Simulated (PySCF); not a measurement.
# Shifts of the heteroatoms

Numbering as in the mapped SMILES `[O:1]=[CH:2]/[CH:3]=[C:4](\[F:5])[SiH2:6][CH2:7][SiH3:8]`. Hydrogens are named by the atom that carries them.

Computed data (PySCF 2.14.0 with density-fitted response routines): coordinates at the GFN2-xTB level, PBE0/pcSseg-1 with gauge-including orbitals. Equivalent nuclei averaged, isolated molecule, single conformer, non-relativistic Hamiltonian.

Problem. Where does 19F resonate?

Solution. 
```tsv
atoms	environment	σ (ppm)	δ (ppm)
F5	vinylic fluorine	266.8	-94.8
```

Shieldings were converted by a linear fit to measured shifts: 19F: δ = 146.13 − 0.903σ +14.6 on sp3 carbon (rms 6.0 ppm, 223 shifts, 7.0 ppm with the 5 outliers that the fit left out vs CFCl3, solution or neat liquid). Occasional misses reach two or three times the rms, and more in compound classes unlike the fitted ones.

On a 600 MHz spectrometer 19F resonates near 564.6 MHz, so 1 ppm is 564.6 Hz.

Problem. What are the 29Si shifts?

Solution. 
| atoms | environment | σ (ppm) | δ (ppm) |
| --- | --- | --- | --- |
| Si6 | silicon bonded to 2 C, 2 H | 392.4 | -42.6 |
| Si8 | silicon bonded to C, 3 H | 423.1 | -67.8 |

Shieldings were converted by a linear fit to measured shifts: 29Si (scatter 8.9 ppm rms, 25.8 ppm with the 6 outliers that the fit left out vs TMS, solution or neat liquid). A few per cent of atoms miss by over 2 rms, more outside the fitted compound classes.

On a 400 MHz spectrometer 29Si resonates near 79.5 MHz, so 1 ppm is 79.5 Hz.

Problem. What are the 17O shifts?

Solution. 
| atoms | environment | σ (ppm) | δ (ppm) |
| --- | --- | --- | --- |
| O1 | aldehyde oxygen | -373.6 | 607.0 |

Shieldings were converted by a linear fit to measured shifts: 17O: δ = 266.70 − 0.911σ (rms 10.7 ppm, 155 shifts, 12.2 ppm with the 3 outliers that the fit left out vs liquid water, solution or neat liquid). Occasional misses reach two or three times the rms, and more in compound classes unlike the fitted ones.

On a 500 MHz spectrometer 17O resonates near 67.8 MHz, so 1 ppm is 67.8 Hz.
